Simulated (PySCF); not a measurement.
**A search over the determinants of Pb2**

Unrestricted PBE0; Pb cc-pVTZ-PP with ECP60; scalar-relativistic core potentials (PySCF 2.14). Outer shells of the fragments: Pb 5d10 6s2 6p2; Pb 5d10 6s2 6p2.

Followed along the bond (rough minima from three points):

```csv
2Ms+1,unpaired,⟨S²⟩ at the start,R at minimum (Å),Te (eV)
3,π ↑↑,2.00,2.88,0.00
1,π ↑↓,1.00,2.89,0.17
3,"σ ↑, π ↑",2.00,2.77,0.31
1,"σ ↓, π ↑",1.01,2.77,0.53
1,none,0.00,2.90,0.65
```

Solutions found at the starting distance of 2.790 Å, counted from the lowest of them; the search is not exhaustive and high or unbound solutions are not listed, so other states can lie among these:

```json
{"2Ms+1": "3", "unpaired": "π ↑↑", "term": "³Σ⁻", "E (eV)": "0.00", "⟨S²⟩": "2.00", "⟨Lz²⟩": "0.00"}
{"2Ms+1": "1", "unpaired": "π ↑↓", "term": "mixed", "E (eV)": "0.18", "⟨S²⟩": "1.00", "⟨Lz²⟩": "2.01"}
{"2Ms+1": "3", "unpaired": "σ ↑, π ↑", "term": "³Π", "E (eV)": "0.28", "⟨S²⟩": "2.00", "⟨Lz²⟩": "1.00"}
{"2Ms+1": "1", "unpaired": "σ ↓, π ↑", "term": "mixed", "E (eV)": "0.49", "⟨S²⟩": "1.01", "⟨Lz²⟩": "1.00"}
{"2Ms+1": "1", "unpaired": "none", "term": "mixed", "E (eV)": "0.66", "⟨S²⟩": "0.00", "⟨Lz²⟩": "2.00"}
{"2Ms+1": "5", "unpaired": "σ ↑, π ↑↑↑", "term": "⁵Π", "E (eV)": "1.01", "⟨S²⟩": "6.00", "⟨Lz²⟩": "1.00"}
```

A term symbol is given only where ⟨S²⟩ and ⟨Lz²⟩ are close to those of a pure state; real π, δ and φ orbitals otherwise mix terms, and g/u labels are left off.

Spin–orbit coupling is left out, which matters for elements this heavy, above all for dissociation energies.
